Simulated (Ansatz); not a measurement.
The first iterations of a band of BrH + CH6Ge (10 atoms, charge 0, multiplicity 1).

These are results of RKS LDA/def2-SVP (Ansatz), not measurements.

* movable images: 7
* climbing image: yes
* spring: 5.0 eV/Å²
* optimiser: quadratic models (default)
* start path: through a guess of the saddle point
* force threshold: 0.05 eV/Å
* iteration limit: 60
* end points: relaxed

Initial state:

```xyz
10
Properties=species:S:1:pos:R:3
Ge 0.009 0.163 -0.160
H -0.141 -0.105 1.373
H 1.514 0.365 -0.434
C -1.028 1.724 -0.639
H -2.100 1.563 -0.404
H -0.668 2.613 -0.083
H -0.929 1.920 -1.727
H -0.488 -1.105 -0.886
Br 1.554 -2.615 1.937
H 0.731 -1.426 1.754
```

Final state:

```xyz
10
Properties=species:S:1:pos:R:3
Ge 0.489 -0.240 -0.999
H -0.888 0.429 2.975
H 1.814 0.317 -1.564
C -0.675 1.144 -0.335
H -1.583 0.692 0.112
H -0.152 1.738 0.441
H -0.971 1.812 -1.171
H -0.204 -1.157 -2.030
Br 1.071 -1.597 0.779
H -0.448 -0.039 2.521
```

| iteration | highest image above the first end (eV) | largest band force component (eV/Å) |
| --- | --- | --- |
| 1 | 2.141 | 3.315 |
| 2 | 1.704 | 1.227 |
| 3 | 1.346 | 1.192 |
| 4 | 1.500 | 1.009 |
| 5 | 1.455 | 0.707 |
| 6 | 1.360 | 0.448 |
| 7 | 1.308 | 0.305 |

Question: Does the band converge within its limit, and where does its top end?

Answer: It converged. It ended after 22 iterations with the highest image 1.264 eV above the first end. A vibrational analysis at the climbing image gives one clearly imaginary mode, 838i cm⁻¹: a first-order saddle point. The orbitals stay closed-shell, which can raise the energy where a bond breaks towards radicals; this wasn't checked here.

The run took 110 s on 4 threads of Arm Neoverse V1, with other jobs on the host, peak memory 0.18 GiB.
